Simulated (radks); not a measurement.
Valence configurations of neutral nickel (all share [Ar]). Method: Dirac Kohn-Sham, PBE, spin-unpolarised, spherical densities, finite nucleus; open shells are shared between the two j in proportion to 2j + 1; Fermi nuclear charge, rms radius 3.7757 fm; computed with a radial shooting solver on a logarithmic mesh with Libxc functionals. Energies are relative to 3d8 4s2; eigenvalues in eV.

[
 {"valence": "3d9 4s1", "E (eV)": "-1.596", "e(3d3/2)": "-4.778", "e(3d5/2)": "-4.559", "e(4p1/2)": "-", "e(4p3/2)": "-", "e(4s1/2)": "-4.493"},
 {"valence": "3d8.5 4s1.5", "E (eV)": "-1.183", "e(3d3/2)": "-6.722", "e(3d5/2)": "-6.494", "e(4p1/2)": "-", "e(4p3/2)": "-", "e(4s1/2)": "-5.038"},
 {"valence": "3d8 4s2", "E (eV)": "0.000", "e(3d3/2)": "-9.018", "e(3d5/2)": "-8.779", "e(4p1/2)": "-", "e(4p3/2)": "-", "e(4s1/2)": "-5.643"},
 {"valence": "3d8 4s1.5 4p0.5", "E (eV)": "2.252", "e(3d3/2)": "-10.042", "e(3d5/2)": "-9.802", "e(4p1/2)": "-1.749", "e(4p3/2)": "-1.692", "e(4s1/2)": "-6.310"},
 {"valence": "3d9 4p1", "E (eV)": "2.340", "e(3d3/2)": "-6.738", "e(3d5/2)": "-6.518", "e(4p1/2)": "-1.748", "e(4p3/2)": "-1.703", "e(4s1/2)": "-"},
 {"valence": "3d8.5 4s0.5 4p1", "E (eV)": "3.072", "e(3d3/2)": "-8.685", "e(3d5/2)": "-8.455", "e(4p1/2)": "-1.936", "e(4p3/2)": "-1.882", "e(4s1/2)": "-6.337"},
 {"valence": "3d7.5 4s2 4p0.5", "E (eV)": "4.528", "e(3d3/2)": "-12.622", "e(3d5/2)": "-12.371", "e(4p1/2)": "-2.009", "e(4p3/2)": "-1.940", "e(4s1/2)": "-6.915"},
 {"valence": "3d8 4s1 4p1", "E (eV)": "4.595", "e(3d3/2)": "-10.955", "e(3d5/2)": "-10.714", "e(4p1/2)": "-2.158", "e(4p3/2)": "-2.094", "e(4s1/2)": "-6.882"},
 {"valence": "3d8 4p2", "E (eV)": "9.501", "e(3d3/2)": "-12.589", "e(3d5/2)": "-12.347", "e(4p1/2)": "-2.868", "e(4p3/2)": "-2.793", "e(4s1/2)": "-"},
 {"valence": "3d7 4s2 4p1", "E (eV)": "10.544", "e(3d3/2)": "-16.366", "e(3d5/2)": "-16.103", "e(4p1/2)": "-2.677", "e(4p3/2)": "-2.589", "e(4s1/2)": "-8.075"}
]

NIST lists [Ar] 3d8 4s2 as the ground configuration; this level of theory puts 3d9 4s1 lower, by 1.596 eV. The energies are those of spherical spin-averaged densities, not of single terms.
